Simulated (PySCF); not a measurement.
**Electron correlation in Se (selenium, neutral)**

[Ar] 3d10 4s1 4p4 5s1, high-spin 5P determinant (an excited configuration). Calculation: PySCF 2.14, in aug-cc-pVDZ-DK; the spin-free X2C one-electron Hamiltonian (Gaussian nucleus). Frozen: [Ar] 3d10; 6 electrons correlated.

MP2 pair energies summed by pair of shells (mhartree):

```csv
pair,energy,share (%)
4p-4p,-54.53,69.8
4p-5s,-18.06,23.1
4s-4p,-5.30,6.8
4s-5s,-0.23,0.3
```

Total MP2 correlation energy: -78.13 mhartree.

Same-spin part -22.88 and opposite-spin part -55.25 mhartree; SCS-MP2 scales them by 1/3 and 6/5 to -73.92 mhartree.
